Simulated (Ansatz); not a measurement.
Ansatz (a program for electronic structure) input:
A basis named .json is the Basis Set Exchange file of that set.

Ansatz 0.2 input:
```yaml
crystal:
  periodic: [false, false, false]
  atoms:
    - {symbol: Si, position_ang: [-0.22315935, -0.51189497, 0.10115785]}
    - {symbol: O, position_ang: [-0.80993088, 1.22472079, -0.14369015]}
    - {symbol: O, position_ang: [1.36029592, -0.48926452, -0.10404122]}
    - {symbol: H, position_ang: [-0.89445455, -1.11971689, -1.04089982]}
    - {symbol: H, position_ang: [-0.73600010, -0.70089972, 1.45915862]}
    - {symbol: H, position_ang: [-0.77813300, 1.67228433, -1.00685801]}
    - {symbol: H, position_ang: [2.03844476, -0.43855315, 0.57758705]}
    - {symbol: H, position_ang: [-0.90854652, 1.86976478, 0.57665319]}
basis:
  gaussian:
    orbitals: aug-cc-pV_D+d_Z.json
total_charge: 1
magnetization: {spin_polarized: false}
correlation: {method: ccsd_t, electrons: outside_noble_gas}
output: {forces: true}
```

Question: What final total energy does it print?

Answer: -441.96251 Eh (CCSD(T)/aug-cc-pV(D+d)Z). The basis has 123 functions.

It need not be the lowest isomer of its formula.
